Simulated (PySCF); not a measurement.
Compound: C6H7O (doublet state).
Structure used (GFN2-xTB), in Å, numbered top down from 1:
```xyz
14
C6H7O angstrom
C      1.559   -1.096    0.016
C      1.236    0.278    0.146
O      2.048    1.114    0.551
C     -0.134    0.676   -0.316
C     -0.273    1.786   -1.048
C     -1.269   -0.156    0.052
C     -1.259   -1.053    1.033
H      0.902   -1.785   -0.482
H      2.533   -1.436    0.323
H      0.581    2.396   -1.290
H     -1.233    2.115   -1.412
H     -2.178    0.024   -0.508
H     -0.383   -1.222    1.641
H     -2.129   -1.640    1.272
```

The hyperfine couplings belong to this conformer and change with its torsions.

The species is `[CH2]C(=O)C(=C)C=C` [radical].

Method: UKS B3LYP, pcH-1 on C H O, non-relativistic, mean-field spin-orbit, GIAO in PySCF 2.14.0. The structure is a single GFN2-xTB conformer in the gas phase; no vibrational or solvent corrections. Couplings are sensitive to structure, and on GFN2-xTB geometries they can be far from those on DFT ones. The frame is twisted about the C2–C4 bond at this geometry (dihedral O3–C2–C4–C5 = 41°); couplings at other torsion angles weren't computed. The SCF solution wasn't tested for stability.

(1) Match the computed a_iso(13C) values +68.5, -40.6, +10.3, -3.0, +0.6 MHz with the sites C1; C2; C4; C6; C7.

## Answers

(1) 
| site | a_iso (MHz) | ρ(0) (bohr⁻³) | position | distance from C1 (Å) | spin population | largest \|T\| (MHz) |
| --- | --- | --- | --- | --- | --- | --- |
| C1 | +68.5 | +0.0610 | largest spin population | 0.00 | +0.86 | 130.5 |
| C2 | -40.6 | -0.0361 | 1 bond from C1 | 1.42 | -0.13 | 16.1 |
| C4 | -3.0 | -0.0027 | 2 bonds from C1 | 2.47 | -0.01 | 1.5 |
| C6 | +0.6 | +0.0005 | 3 bonds from C1 | 2.98 | +0.01 | 1.7 |
| C7 | +10.3 | +0.0092 | 4 bonds from C1 | 3.00 | 0.00 | 4.3 |

ρ(0) is the spin density at the nucleus and T the dipolar tensor. The Mulliken spin populations are largest on C1 (+0.86), O3 (+0.31) and C2 (-0.13). The positive populations add up to 1.22 and the negative ones to -0.22, together 2S = 1. The angles at C1 add up to 359.6°, so it is planar; its axial dipolar tensor and the negative couplings of its protons fit spin in a p orbital normal to that plane.

H8 and H9 aren't averaged: C1 is flat or nearly so (angle sum 360°), and its turn about the short C1–C2 bond (1.42 Å) is taken as slow.
